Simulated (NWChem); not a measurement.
**Atomisation of bromine monochloride (BrCl)**

SMILES: BrCl
```xyz
2

Cl     0.0000     0.0000     1.4776
Br     0.0000     0.0000    -0.7177
```
Charge 0, spin multiplicity 1.

Program: NWChem. Structure: optimised with B3LYP/def2-SVP, a minimum by its harmonic frequencies.

Basis set: def2-TZVP. The atomisation energy is electronic alone: no zero-point, thermal, spin-orbit or counterpoise terms. No value is extrapolated to the basis-set limit. Free atoms are single determinants with multiplicities Cl 2, Br 2. Correlated methods freeze the same cores in atoms and molecule, 14 orbitals in all.

The cost column gives rough processor time relative to HF; each entry includes its own SCF. Costs are the molecule's.

The Hamiltonian is non-relativistic. B3LYP has NWChem's definition, with VWN1-RPA local correlation. The stability of the SCF solutions was not checked. Open-shell Hartree-Fock references start from PBE0 orbitals; any time given for them includes that run. Coupled-cluster values serve here as a point of comparison, not as the truth.

```json
[
 {"method": "HF", "atomisation energy (kcal/mol)": "16.0", "relative cost": "1"},
 {"method": "BLYP", "atomisation energy (kcal/mol)": "55.0", "relative cost": "under 3"},
 {"method": "PBE0", "atomisation energy (kcal/mol)": "55.0", "relative cost": "under 3"},
 {"method": "B3LYP", "atomisation energy (kcal/mol)": "52.0", "relative cost": "under 3"},
 {"method": "PBE", "atomisation energy (kcal/mol)": "61.3", "relative cost": "under 3"},
 {"method": "M06-2X", "atomisation energy (kcal/mol)": "(withheld)", "relative cost": "under 3"},
 {"method": "r2SCAN", "atomisation energy (kcal/mol)": "55.8", "relative cost": "under 3"},
 {"method": "MP2", "atomisation energy (kcal/mol)": "(withheld)", "relative cost": "under 3"},
 {"method": "CCSD(T)", "atomisation energy (kcal/mol)": "(withheld)", "relative cost": "10"}
]
```

Problem. Fill in the missing entries.

Solution. 
- M06-2X, atomisation energy (kcal/mol): 52.5
- MP2, atomisation energy (kcal/mol): 53.7
- CCSD(T), atomisation energy (kcal/mol): 49.9
